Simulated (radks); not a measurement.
Values are calculated unless marked as measured or tabulated.
How relativity changes the ionisation of the erbium ion Er2+ ([Xe] 4f12) to Er3+ ([Xe] 4f11). Spin-unpolarised spherical Kohn-Sham, PBE, point nucleus unless stated (finite: rms radius 5.2516 fm), a radial shooting solver on a logarithmic mesh with Libxc functionals. A level marked "c x" has the speed of light scaled by that factor and shares open shells by 2j + 1; other Dirac levels either fill j = l - 1/2 first or share by 2j + 1.

[
 {"level": "non-rel.", "E(Er2+) (hartree)": "-12501.1005", "E(Er3+) (hartree)": "-12499.9837", "IE (eV)": "30.389", "HOMO": "4f", "<r> HOMO (bohr)": "0.7800"},
 {"level": "scalar-rel.", "E(Er2+) (hartree)": "-13085.6948", "E(Er3+) (hartree)": "-13084.7314", "IE (eV)": "26.214", "HOMO": "4f", "<r> HOMO (bohr)": "0.8202"},
 {"level": "scalar-rel., finite nucleus", "E(Er2+) (hartree)": "-13084.3606", "E(Er3+) (hartree)": "-13083.3972", "IE (eV)": "26.216", "HOMO": "4f", "<r> HOMO (bohr)": "0.8202"},
 {"level": "Dirac, 2j+1 shares", "E(Er2+) (hartree)": "-13099.0430", "E(Er3+) (hartree)": "-13098.0829", "IE (eV)": "26.125", "HOMO": "4f7/2", "<r> HOMO (bohr)": "0.8295"},
 {"level": "Dirac, low j first", "E(Er2+) (hartree)": "-13099.0772", "E(Er3+) (hartree)": "-13098.1376", "IE (eV)": "25.568", "HOMO": "4f7/2", "<r> HOMO (bohr)": "0.8305"},
 {"level": "Dirac, 2j+1 shares, finite nucleus", "E(Er2+) (hartree)": "-13097.6992", "E(Er3+) (hartree)": "-13096.7391", "IE (eV)": "26.127", "HOMO": "4f7/2", "<r> HOMO (bohr)": "0.8295"},
 {"level": "Dirac, c x 0.75", "E(Er2+) (hartree)": "-13702.8368", "E(Er3+) (hartree)": "-13701.9877", "IE (eV)": "23.108", "HOMO": "4f7/2", "<r> HOMO (bohr)": "0.8818"},
 {"level": "Dirac, c x 1.25", "E(Er2+) (hartree)": "-12865.4963", "E(Er3+) (hartree)": "-12864.4813", "IE (eV)": "27.620", "HOMO": "4f7/2", "<r> HOMO (bohr)": "0.8099"},
 {"level": "Dirac, c x 1.5", "E(Er2+) (hartree)": "-12747.9095", "E(Er3+) (hartree)": "-12746.8639", "IE (eV)": "28.453", "HOMO": "4f7/2", "<r> HOMO (bohr)": "0.8001"}
]

NIST Atomic Spectra Database: 22.70 eV (semi-empirical). The relativistic part of the total energy of Er2+ is -596.6 hartree (Dirac, 2j+1 shares, finite nucleus), 4.8 % of the non-relativistic value. Spin polarisation and multiplet splitting of open shells are left out at every level.

Beside tabulated values, note that relativity, absent from the non-relativistic runs, is large for the heavy elements, and spin-unpolarised runs miss the spin-polarisation part of the exchange energy of open shells.
